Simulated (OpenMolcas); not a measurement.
# Ta3+: effect of correlating more closed shells

```
Program             : OpenMolcas
Basis               : ANO-RCC-VTZP [8s7p5d3f2g1h]
Scalar Hamiltonian  : DKH2, point nucleus
Active space        : 2 electrons in 5 orbitals (5d)
State averaging     : 2S+1 = 3 even, 10 roots; 2S+1 = 1 even, 15 roots
Spin-orbit coupling : RASSI with atomic mean-field integrals over the reference wave functions, term energies averaged over their components
```

Methods on the same reference wave functions:
A. CASSCF
B. SS-CASPT2, IPEA 0.25 Eh, imaginary shift 0.1 Eh (closed shells correlated: none)
C. SS-CASPT2, IPEA 0.25 Eh, imaginary shift 0.1 Eh (closed shells correlated: 5s 5p)
D. SS-CASPT2, IPEA 0.25 Eh, imaginary shift 0.1 Eh (closed shells correlated: 4f 5s 5p)

Energies in cm-1 above 5d2 3F2.

```csv
Level,A,B,C,D
5d2 3F2,0.0,0.0,0.0,0.0
5d2 3F3,4468,4770,4790,4790
5d2 3F4,8733,8980,8970,8970
5d2 3P0,13144,12090,11970,11770
5d2 1D2 [58 %],13590,11080,10950,10900
5d2 3P1,15471,14770,14580,14380
5d2 3P2 [62 %],20444,18930,18760,18600
5d2 1G4,20830,19930,19480,19400
5d2 1S0,43451,35850,36760,36600
```

Among B to D the level of the table that moves most is 5d2 1S0, by 900 cm-1 (lowest in B, highest in C). Moves below CASPT2's spread within the term are not significant.

From A to B the spin-free energies of the other terms of 5d2 shown, above 3F, scale by factors of 0.59 to 0.91.

The lowest spin-free term lies below A's lowest term by 0.004 hartree in B, 0.218 hartree in C, 1.126 hartree in D.

What an inner shell adds also hangs on whether the basis holds functions to correlate it.

Term energies are means over components that CASPT2 splits; among the terms shown or strongly mixed into the levels shown the widest spread is 560 cm-1 (5d2 1G, D). Without dynamic correlation excited terms often stand tens of per cent too high (terms of higher spin than the ground term too low), and those without a measured partner can miss by more than the paired ones (holds for A). Levels of configurations outside the active space are missing.

A share in square brackets marks a mixed level and gives the weight of the term that names it, the lowest over the columns.
